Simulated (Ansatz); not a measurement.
Computed with Ansatz on PBE0-D4/def2-TZVP structures; ΔE is electronic, products minus reactants. CBS: MP2 limit from def2 TZ/QZ plus the TZ coupled-cluster correction, frozen cores. This one scheme is used for every species. Functionals use def2-TZVPP. One conformer a species, not always the lowest.

Reaction (cleavage of the Si–Si bond): `BC(F)[SiH2][SiH3]` + `C[O][Al]([OH])[F]` → `C[O][Al]([F])[O][SiH3]` + `BC(F)[SiH3]`

```tsv
level	ΔE (kJ/mol)
r2SCAN-D4	-97.8
ωB97M-V	-107.5
MP2/def2-TZVPP	-112.5
MP2/def2-QZVPP	-112.9
```

(1) What does CCSD(T)/CBS give? (An estimate is asked.)

Largest T1 diagnostic among the species: 0.014.

Answers

(1) The calculation gave: -105.7 kJ/mol. The listed levels differ from it by 7.9, -1.8, -6.8, -7.2 kJ/mol.

From PBE to PBE0 (25 % exact exchange), in def2-TZVPP and without D4, ΔE moves by −10.8 kJ/mol. In def2-TZVPP, CCSD(T) changes the Hartree–Fock value by +38.3 kJ/mol (the triples alone add +5.7 kJ/mol) and MP2 by +32.4 kJ/mol.
